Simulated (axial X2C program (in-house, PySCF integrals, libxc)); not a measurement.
Nuclear properties of NHfO⁺

Calculated with an in-house all-electron X2C program for linear molecules (integrals from PySCF): two-component X2C with atomic mean-field Coulomb and Gaunt terms, Gaussian nuclei, basis N dyall-av3z, Hf dyall-v3z, O dyall-av3z with contracted cores.

N–Hf–O held linear, with bonds 2.013 and 1.737 Å (near the PBE0 minimum at charge 1 of the determinant lowest at the starting distance; the state shown can have its own minimum elsewhere, held linear; other orders of the atoms were not compared).

Determinant lowest in the PBE0 search, Ω = 2 (⟨Sz⟩ = 1.00, ⟨Lz⟩ = 1.00 at PBE0), spin on the atoms N 0.92, Hf -0.04, O 0.12:

```csv
level,Eeff magnitude (GV/cm),Ws magnitude Hf (kHz),A∥/gI N (MHz),qzz N (a.u.),A∥/gI Hf (MHz),qzz Hf (a.u.),A∥/gI O (MHz),qzz O (a.u.)
PBE0,16.8,7.95,143,0.33,535,-14.59,42,-0.67
HF,13.2,6.42,173,0.37,508,-14.65,41.8,-1.17
LDA,17.4,8.02,119,0.21,674,-14.65,42.7,-0.37
```

Eeff is the effective electric field on the electron electric dipole moment in this Ω state and Ws the scalar–pseudoscalar constant of the nucleus named (defined with the proton number Z and per Ω); A∥ (defined per Ω) follows by multiplying with gI = μI/(I μN); qzz is the electric field gradient, eQq0 = 234.96 MHz × Q/barn × qzz. The operators were transformed with the bare-nucleus X2C matrices; with these basis sets, hyperfine constants and field gradients can be off by tens of per cent, and where levels differ in sign neither size nor sign is settled.

(1) With gI(14N) = 0.4038, Q(14N) = 0.02044 barn, gI(177Hf) = 0.2267, Q(177Hf) = 3.365 barn, gI(17O) = -0.7575 (g factors from the IAEA table of nuclear moments by Stone; Q from Pyykkö, Mol. Phys. 2018), turn the PBE0 values of the first state into constants in MHz.

The molecule was held linear; bending was not examined, so a bent shape may lie lower.

Each state is one determinant with collinear spin, which with several unpaired electrons need not be a pure state. Unrestricted Hartree–Fock can overshoot spin polarisation at the nuclei. With several open shells hyperfine constants can be off by a factor of several. Open-shell Ω = 0 determinants with evenly filled partner blocks cannot be reached by this program, so the Ω shown need not be the lowest component. States lie within half an eV, so the first need not be the ground state. Further determinants of the search, some of them spin-mixed, are not shown.

Results:

(1) A∥(14N) = 143 × 0.4038 = 57.7 MHz; eQq0(14N) = 234.96 × (0.02044) × (0.33) = 1.58 MHz; A∥(177Hf) = 535 × 0.2267 = 121 MHz; eQq0(177Hf) = 234.96 × (3.365) × (-14.59) = -11500 MHz; A∥(17O) = 42 × -0.7575 = -31.8 MHz.
